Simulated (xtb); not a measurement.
AlHFCl, SMILES [F][AlH][Cl]. All values are semi-empirical tight-binding results from xtb (GFN2-xTB unless named), good for trends rather than for accurate numbers. Geometry optimised at GFN2-xTB.

For metal compounds this method's bond lengths and energies can be far off.

Computed properties:
The point group as xtb finds it is Cs and the orbital gap is 5.13 eV. The zero-point energy comes out as 6.5 kcal/mol and the G − E(el) at 298.15 K (modified RRHO) is -10.5 kcal/mol.
